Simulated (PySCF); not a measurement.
Input of a run on `CC(C)[SiH2]C#[C][GeH3]`: the job's settings, then the atoms in Å.
```
{"job": {"kind": "uv", "xc": "CAM-B3LYP", "basis": "def2-SVPD", "solvent": "benzene", "nstates": 6, "ntriplets": 0}, "charge": 0, "multiplicity": 1}
C     -1.661663    -1.365240     1.559711
C     -1.966496    -0.945082     0.123098
C     -1.447944    -1.961782    -0.892866
Si    -1.296275     0.786606    -0.242664
C      0.538457     0.768168    -0.092991
C      1.754894     0.692191     0.025317
Ge     3.644628     0.585925     0.205456
H     -2.075618    -0.658632     2.295870
H     -0.574609    -1.425781     1.731629
H     -2.085639    -2.359776     1.777140
H     -3.062985    -0.853587     0.004231
H     -1.861742    -2.964272    -0.692869
H     -0.349581    -2.042858    -0.846435
H     -1.717822    -1.690807    -1.925532
H     -1.841059     1.783345     0.729066
H     -1.655615     1.212180    -1.629792
H      4.050539     1.212477     1.547455
H      4.297907     1.349258    -0.955604
H      4.063246    -0.891308     0.166601
```

Method: TDDFT CAM-B3LYP/def2-SVPD, vertical, IEF-PCM benzene (non-equilibrium linear response), core orbitals frozen in the response (PySCF, density fitting); geometry PBE0-D3(BJ)/def2-SVP, gas phase, not relaxed in the solvent; ε = 2.271, cavity from Bondi-type radii × 1.2. The static polarisability takes the continuum's full static response. Spin–orbit coupling is left out although an atom past zinc is present.

What does the run print?

```
coarse grid: 69392 points
cycle   1  E = -2563.6563353074  dE = -2.192e-01  |g| = 5.373e-01  |ddm| = 7.680e+00
cycle   2  E = -2563.6717450965  dE = -1.541e-02  |g| = 5.093e-01  |ddm| = 1.864e+00
cycle   3  E = -2563.7120856876  dE = -4.034e-02  |g| = 4.640e-02  |ddm| = 8.618e-01
cycle   4  E = -2563.7121061805  dE = -2.049e-05  |g| = 4.582e-02  |ddm| = 1.600e-01
cycle   5  E = -2563.7126251487  dE = -5.190e-04  |g| = 7.298e-03  |ddm| = 8.186e-02
cycle   6  E = -2563.7126380015  dE = -1.285e-05  |g| = 1.358e-03  |ddm| = 2.515e-02
cycle   7  E = -2563.7126384894  dE = -4.880e-07  |g| = 3.367e-04  |ddm| = 4.672e-03
final grid: 145472 points
cycle   8  E = -2563.7126162376  dE = -5.589e-08  |g| = 3.142e-04  |ddm| = 6.009e-03
cycle   9  E = -2563.7126162417  dE = -4.054e-09  |g| = 2.997e-04  |ddm| = 1.216e-03
cycle  10  E = -2563.7126162631  dE = -2.147e-08  |g| = 1.768e-05  |ddm| = 4.625e-04
cycle  11  E = -2563.7126162632  dE = -9.504e-11  |g| = 1.147e-05  |ddm| = 6.610e-05
converged SCF energy = -2563.7126162632

Static polarisability (au): isotropic 135.889, principal 116.271 122.983 168.413

Singlet excitations
state   eV       nm        f      main configurations
  1   5.6393    219.9   0.00000   H-1->L 0.47, H->L+1 0.31, H-2->L+1 0.09
  2   5.8674    211.3   0.00305   H-1->L+1 0.43, H->L 0.38, H-2->L 0.09
  3   5.8693    211.2   0.00104   H->L+1 0.41, H-1->L 0.38, H-2->L+1 0.11
  4   7.2317    171.4   0.57848   H->L 0.46, H-1->L+1 0.15, H->L+2 0.14
  5   7.3346    169.0   0.22332   H->L+2 0.63, H-2->L+2 0.09
  6   7.3640    168.4   0.00074   H-1->L+2 0.86
```

The cycles run first on a coarse grid and then on the final one, and are numbered through; the first dE on the final grid is taken against the last density's energy on that grid. Energies include the polarisation term of the continuum.

The same input without solvent ends at -2563.711354 Eh. What does the continuum change?

The energy falls by 0.001262 Eh, 0.79 kcal/mol; the polarisation term alone is -0.84 kcal/mol. HOMO -9.06 → -9.04 eV, LUMO 0.65 → 0.67 eV, dipole 0.76 → 0.87 D. The SCF took 11 cycles in the solvent and 11 in the gas phase.

Hardware: Arm Neoverse V1, one thread (shared host). Cost: 67 s, 1.5 GiB resident at most. This is the whole response run at CAM-B3LYP/def2-SVPD in benzene, SCF included.

Conformer computed: `[CH3:1][CH:2]([CH3:3])[SiH2:4][C:5]#[C:6][GeH3:7]`: C1–C2–Si4–C5 63°.
